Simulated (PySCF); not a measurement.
Molecules (atom-mapped SMILES):
1. `[CH3:1][C@H:2]([C:3]#[N:4])[O:5][CH:6]=[C:7]([F:8])[F:9]`
2. `[O:1]=[C:2]([O-:3])[C:4]([F:5])([F:6])[C:7]([F:8])([F:9])[F:10]`

Couplings at B3LYP/pcJ-1, PySCF 2.14.0 with density-fitted response routines, geometries GFN2-xTB, gas phase, one conformer each, non-relativistic.

**Question.** List the couplings to 19F of 5 Hz or more (2 Hz over four bonds), one row for each set of pairs made equivalent by symmetry, fast rotation or ring inversion, averaged. Isotopes: 13C, 19F, 1H, 17O; all four Ramsey terms are included.

**Answer.** 
```json
{"molecule": "1", "pair": "C7, F9", "bonds": "1", "J (Hz)": "-365.1"}
{"molecule": "1", "pair": "C7, F8", "bonds": "1", "J (Hz)": "-360.5"}
{"molecule": "1", "pair": "C6, F8", "bonds": "2", "J (Hz)": "56.1"}
{"molecule": "1", "pair": "F8, F9", "bonds": "2", "J (Hz)": "42.2"}
{"molecule": "1", "pair": "O5, F8", "bonds": "3", "J (Hz)": "20.6"}
{"molecule": "1", "pair": "F9, H(C6)", "bonds": "3", "J (Hz)": "15.8"}
{"molecule": "1", "pair": "O5, F9", "bonds": "3", "J (Hz)": "-13.7"}
{"molecule": "1", "pair": "C2, F9", "bonds": "4", "J (Hz)": "6.1"}
{"molecule": "2", "pair": "C4, F5", "bonds": "1", "J (Hz)": "-352.3"}
{"molecule": "2", "pair": "C7, F8", "bonds": "1", "J (Hz)": "-351.9"}
{"molecule": "2", "pair": "F5, F6", "bonds": "2", "J (Hz)": "236.8"}
{"molecule": "2", "pair": "F8, F9", "bonds": "2", "J (Hz)": "76.1"}
{"molecule": "2", "pair": "C4, F8", "bonds": "2", "J (Hz)": "37.9"}
{"molecule": "2", "pair": "F5, C7", "bonds": "2", "J (Hz)": "35.0"}
{"molecule": "2", "pair": "C2, F5", "bonds": "2", "J (Hz)": "15.5"}
{"molecule": "2", "pair": "F5, F8", "bonds": "3", "J (Hz)": "-5.7"}
```

One-bond C–F values run tens of Hz too large at this level.
